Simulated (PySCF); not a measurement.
Task: Write Cartesian coordinates for `OC[CH2][GeH]([F])[F]` as optimised with PBE0-D3(BJ)/def2-SVP.

Result: 
```
atom  x, y, z in Å
O1     1.209    0.421   -1.071
C2     1.227    0.148    0.315
C3     0.053   -0.773    0.571
Ge4   -1.457   -0.020   -0.385
F5    -2.910   -0.587    0.386
F6    -1.461    1.685   -0.040
H7     1.737    1.204   -1.253
H8     2.181   -0.320    0.624
H9     1.098    1.074    0.903
H10   -0.200   -0.859    1.638
H11    0.243   -1.786    0.182
H12   -1.680   -0.213   -1.883
```

Orientation and origin are arbitrary. Atoms count from 1 in this order. Of the pairs four or more bonds apart, O1···F6 is among the closest relative to their van der Waals radii: 3.13 Å, 105 % of the sum of Bondi's values. O1 (alcohol oxygen) is bent (angle 109.6°). Ge4 (germanium bonded to C, 2 F and H) is distorted tetrahedral (angles from 103.3° to 123.2°).

Bonds between heavy atoms (Å): O1–C2 1.412, C2–C3 1.514, C3–Ge4 1.940, Ge4–F5 1.740, Ge4–F6 1.740.

Method: PBE0-D3(BJ)/def2-SVP geometry optimisation, gas phase in PySCF.

Point group: C1 (no symmetry element, even within 0.4 Å). Stationary, but not proved a minimum. One conformer, not necessarily the lowest (H–O1–C2–C3 162°, O1–C2–C3–Ge4 -46°, C2–C3–Ge4–F5 -156°).
